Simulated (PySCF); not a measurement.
**SMILES CC(=C=CF)C#N, C5H4FN**

Geometry (Å), atoms numbered from 1 in this order:
```xyz
11

C    -2.062   -0.827   -0.055
C    -0.967    0.198   -0.183
C     0.317   -0.093   -0.277
C     1.583   -0.383   -0.427
F     2.432   -0.519    0.586
C    -1.367    1.581   -0.204
N    -1.726    2.683   -0.220
H    -1.643   -1.840   -0.054
H    -2.623   -0.668    0.879
H    -2.775   -0.729   -0.888
H     2.047   -0.536   -1.408
```

Computed, not measured: PySCF 2.14.0, quadratic response CAM-B3LYP/def2-TZVPD first hyperpolarisability, Taylor convention, gas phase. Geometry: PBE0-D3(BJ)/def2-SVP.

(1) Give the tensor of the second harmonic β(−2ω;ω,ω) at 1907 nm in the axes of these coordinates.

Answers

(1) In au, Taylor convention; rows are the first index (the induced dipole):
```tsv
	xx	yy	zz	xy	xz	yz
x	-16.2	+8.2	+11.9	-3.3	+39.5	-4.9
y	-2.2	+12.2	+9.1	+7.8	-4.9	+11.6
z	+39.0	+11.6	+17.4	-4.7	+12.1	+9.0
```
Norm of βᵢ = ⅓ Σⱼ (βᵢⱼⱼ + βⱼᵢⱼ + βⱼⱼᵢ): 70.9 au, hyper-Rayleigh value 32.1 au.
